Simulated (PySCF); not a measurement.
A calculated (LDA, PySCF 2.14, dyall-av3z, no relativity, point nucleus) atom or ion has these occupied shells.

| shell | electrons | orbital energy (eV) | rms radius, mean of both spins (bohr) |
| --- | --- | --- | --- |
| 1s α | 1 | -875.91 | 0.184 |
| 1s β | 1 | -873.50 | 0.184 |
| 2s α | 1 | -79.407 | 0.915 |
| 2s β | 1 | -74.665 | 0.915 |
| 2p α | 3 | -56.901 | 0.909 |
| 2p β | 1 | -52.162 | 0.909 |

Name the element and its charge.

Ne²⁺ (neon, charge +2), in [He] 2s2 2p4, high-spin 3P determinant.
